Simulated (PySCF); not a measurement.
## Core-level binding energies of `Fc1cnnnc1`

Compound: C3H2FN3.
Cartesian coordinates in Å at the PBE0-D3(BJ)/def2-SVP level; atoms count from 1:
```xyz
9
C3H2FN3 angstrom
F      0.383    2.131    0.585
C      0.193    0.860    0.297
C     -1.073    0.300    0.262
N     -1.230   -0.988   -0.036
N     -0.199   -1.749   -0.299
N      1.018   -1.270   -0.277
C      1.247    0.009    0.012
H     -1.975    0.883    0.472
H      2.288    0.348    0.014
```

Computed with PySCF, delta-SCF UKS SCAN, pcX-2 on the ionised atom, pcseg-1 elsewhere, spin-free X2C. These are vertical core ionisation energies against the vacuum level, from separate self-consistent calculations with and without the core hole.

List the computed XPS lines with their assignment.

```json
{"atom(s)": "F1", "bonded to": "C", "level": "F 1s", "binding energy (eV)": "694.49", "above the level's lowest (eV)": "0.00", "count": "1"}
{"atom(s)": "N5", "bonded to": "2 N (aromatic in the SMILES)", "level": "N 1s", "binding energy (eV)": "407.15", "above the level's lowest (eV)": "+0.57", "count": "1"}
{"atom(s)": "N4/N6", "bonded to": "N (aromatic in the SMILES) and C (aromatic in the SMILES)", "level": "N 1s", "binding energy (eV)": "406.58", "above the level's lowest (eV)": "0.00", "count": "2"}
{"atom(s)": "C2", "bonded to": "F and 2 C (aromatic in the SMILES)", "level": "C 1s", "binding energy (eV)": "294.53", "above the level's lowest (eV)": "+1.65", "count": "1"}
{"atom(s)": "C3/C7", "bonded to": "N (aromatic in the SMILES), C (aromatic in the SMILES) and H", "level": "C 1s", "binding energy (eV)": "292.88", "above the level's lowest (eV)": "0.00", "count": "2"}
```

The listed C 1s values span 1.65 eV, from C3/C7 (bonded to N (aromatic in the SMILES), C (aromatic in the SMILES) and H) to C2 (bonded to F and 2 C (aromatic in the SMILES)).

Lowest listed N 1s: N4/N6, bonded to N (aromatic in the SMILES) and C (aromatic in the SMILES). Highest, 0.57 eV above it: N5, bonded to 2 N (aromatic in the SMILES). Summing the Pauling electronegativity differences to the bonded atoms, each weighted by its formal bond order, gives -0.74 for the lowest site and 0.00 for the highest.

Which effective nuclear charge Zeff reproduces each element's mean 1s value in the hydrogen-like formula E = 13.606 eV × Zeff²?

C (Z = 6): mean 293.4 eV, Zeff = 4.64, Z − Zeff = 1.36; N (Z = 7): mean 406.8 eV, Zeff = 5.47, Z − Zeff = 1.53; F (Z = 9): mean 694.5 eV, Zeff = 7.14, Z − Zeff = 1.86. Means run over the listed sites, weighted by atom count.

Which photon energy gives electrons from C 1s of C2 a kinetic energy of 20 eV, and what is their de Broglie wavelength?

hν = 294.53 + 20 = 314.53 eV, recoil neglected; λ = 12.264 Å/√(E/eV) = 2.74 Å.

Atoms equivalent by their bonding share one computed value, that of the first of them. Isolated species at its PBE0-D3(BJ)/def2-SVP geometry, gas phase.
